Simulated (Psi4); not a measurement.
Pair of molecules, SMILES O with SMILES C[SiH3] (the first has 3 atoms); geometry from B3LYP-D3(BJ)/def2-TZVP.
(charge 0, multiplicity 1):
```xyz
11

O      0.1512     0.7103    -0.1305
H     -0.5964     1.2429     0.1619
H     -0.1945    -0.1867    -0.1949
C      1.2790     0.1445     3.1668
Si    -0.5264    -0.3210     3.0186
H      1.4191     0.9261     3.9157
H      1.6444     0.5116     2.2071
H      1.8801    -0.7174     3.4622
H     -1.0618    -0.8257     4.3073
H     -0.7251    -1.3861     2.0020
H     -1.3515     0.8464     2.6147
```

These are SAPT0/jun-cc-pV(D+d)Z (Psi4 1.11) values and carry that method's errors.

**Question.** Which attractive term is largest, and how does the interaction split up?

**Answer.** electrostatics -2.91, exchange 3.52, induction -0.55, dispersion -1.30, total -1.24 kcal/mol; the largest attraction is electrostatics.
